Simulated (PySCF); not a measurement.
**MoN⁺: from constants to spectrum**

ROHF-CCSD(T) constants of MoN⁺, ³Σ⁻ (triplet), unpaired electrons δ ↑↑ (basis Mo def2-TZVPPD with ECP28, N def2-TZVPPD; scalar-relativistic core potentials; PySCF 2.14; masses 97.9054 and 14.0031 u):

```
ωe                  : 1119.0 cm⁻¹
ωexe                : 4.68 cm⁻¹
Be                  : 0.53228 cm⁻¹
αe                  : 0.00282 cm⁻¹
De to Mo⁺ (4d5) + N : 4.80 eV
```

Problem. What force constant and bond length do these constants imply?

Solution. Reduced mass μred = 12.251 u; k = 5.8918×10⁻⁷·μred·ωe² (u, cm⁻¹, mdyn/Å) = 9.04 mdyn/Å; Re = √(16.8576/(μred·Be)) (u, cm⁻¹, Å) = 1.608 Å.

Problem. Estimate the centrifugal constant D from the Kratzer relation and find the Dunham coefficient a1.

Solution. D = 4Be³/ωe² = 4.82e-07 cm⁻¹; a1 = −1 − αeωe/(6Be²) = -2.86.

Correlated steps freeze 1 core orbital. Spin–orbit coupling is left out, which matters for elements this heavy, above all for dissociation energies. For an ion De counts to the pair picked by the measured ionisation energies or electron affinities, which need not be the lowest pair at this level. With d or f electrons several states lie close, and the lowest PBE0 determinant need not be the measured ground state.
